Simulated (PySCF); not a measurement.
**Radial density of Cd (cadmium, neutral)**

UHF, [Kr] 4d9 5s2 6s1, high-spin 3D determinant (an excited configuration). Calculation: PySCF 2.14, in aug-cc-pVTZ-PP with ECP28MDF (6s6p5d3f2g, 88 functions); scalar relativity through the core potential. This is the valence pseudo-density: the core potential removes the inner electrons and smooths the orbitals near the nucleus.

| r (bohr) | 4πr²ρ (e/bohr) | 4πr²(ρα − ρβ) |
| --- | --- | --- |
| 0.0168 | 2.115e-05 | 0.0000 |
| 0.0282 | 5.394e-05 | 0.0000 |
| 0.0475 | 0.0001289 | 0.0000 |
| 0.0799 | 0.0004565 | 0.0000 |
| 0.134 | 0.004180 | 0.0003 |
| 0.226 | 0.06147 | 0.0048 |
| 0.380 | 1.316 | 0.0741 |
| 0.639 | 13.79 | 0.6001 |
| 1.08 | 16.30 | 0.9580 |
| 1.81 | 3.866 | 0.2995 |
| 3.04 | 0.7897 | 0.0041 |
| 5.12 | 0.1308 | 0.0656 |
| 8.61 | 0.1594 | 0.1592 |
| 14.5 | 0.01031 | 0.0103 |

Energies and moments cover only the electrons outside the core potential. The outer electron is Rydberg-like, and this basis confines it to a smaller radius and binds it less than a complete one would.
